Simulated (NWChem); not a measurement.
C₂H₈OSi; SMILES [SiH3]COC

```xyz
12

C      0.6525     1.8632     0.1386
O     -0.4470     1.1932    -0.4307
C     -0.8445     0.0379     0.2908
Si     0.2230    -1.5231    -0.0638
H      0.8644     2.7490    -0.4915
H      0.4366     2.2111     1.1797
H      1.5735     1.2323     0.1786
H     -0.8869     0.2337     1.3926
H     -1.8852    -0.1964    -0.0224
H      1.6664    -1.3173     0.3081
H      0.1534    -1.8651    -1.5259
H     -0.3152    -2.6759     0.7435
```
Atoms are numbered in this order, from 1.

Program: NWChem. Geometry: optimised at PBE-D3(BJ)/def2-SVP. Total energies compare along this basis series because the functional is fixed.

```tsv
level	basis functions	energy (Ha)	highest occupied level (eV)	orbital gap (eV)	dipole (D)
B3LYP/cc-pVDZ	100	-445.7308	-6.68	7.56	1.04
B3LYP/aug-cc-pVDZ	168	-445.7474	-6.93	6.57	1.11
B3LYP/cc-pVTZ	236	-445.8055	-6.88	7.33	1.07
```
